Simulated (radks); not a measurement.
Results of a calculation; reference values are marked as such.
Problem. Yb2+, configuration [Xe] 4f13 5d1 (not the ground configuration). Code: a radial shooting solver on a logarithmic mesh with Libxc functionals. Model: Dirac Kohn-Sham, BLYP, spin-unpolarised, spherical densities, point nucleus; open shells fill j = l - 1/2 first.

Spin-orbit splittings of the eigenvalues, e(l+1/2) - e(l-1/2), with zeta = 2 splitting/(2l+1) and mean radii in bohr:

| shell | occ. | splitting (eV) | zeta (eV) | <r> j=l-1/2 | <r> j=l+1/2 |
|---|---|---|---|---|---|
| 2p | 6 | 1047 | 698.3 | 0.06872 | 0.07622 |
| 3p | 6 | ? | ? | 0.2061 | 0.2201 |
| 3d | 10 | 48.55 | 19.42 | 0.1935 | 0.1978 |
| 4p | 6 | 50.48 | 33.66 | 0.4951 | 0.5274 |
| 4d | 10 | 9.212 | 3.685 | 0.5520 | 0.5634 |
| 4f | 13 | 1.392 | 0.3978 | 0.7313 | 0.7464 |
| 5p | 6 | 6.500 | 4.333 | 1.337 | 1.446 |
| 5d | 1 | 0.4400 | 0.1760 | 2.266 | 2.329 |

Estimate the 3p splitting.

Solution. 222.3 eV (zeta = 148.2 eV).
